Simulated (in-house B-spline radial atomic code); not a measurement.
Configurations of the strontium ion Sr³⁺, with energies counted from [Ar] 3d10 4s2 4p5. Level of theory: scalar-relativistic (X2C) B3LYP, spin-polarised, spherical fractional occupations, exact exchange averaged over the configuration, Fermi nucleus of rms radius 4.224 fm; calculated with a B-spline radial code for spherical atoms. Shells without spins written out take the highest spin.

Occupations are held fixed; configurations that lie above the ionisation limit could autoionise.

```tsv
configuration	E - E(ref) (eV)	highest orbital	its <r> (bohr)
[Ar] 3d10 4s1 4p6	19.712	4p down	1.496
[Ar] 3d10 4s2 4p4 4d1	24.124	4d up	2.001
[Ar] 3d10 4s1 4p5 5p1	53.08	5p up	3.434
[Ar] 3d9 4s2 4p6	114.62	4p down	1.446
[Ar] 3d9 4s2 4p5 5d1	158.17	5d up	4.436
```

Question: Order these further configurations by energy, lowest first.
A. [Ar] 3d10 4s2 4p4 5s1
B. [Ar] 3d10 4s1 4p5 4d1
C. [Ar] 3d9 4s2 4p5 5f1
D. [Ar] 3d9 4s2 4p5 5s1
E. [Ar] 3d10 4s1 4p5 4f1

Answer: A (28.164 eV), B (43.677 eV), E (61.196 eV), D (145.67 eV), C (164.46 eV).
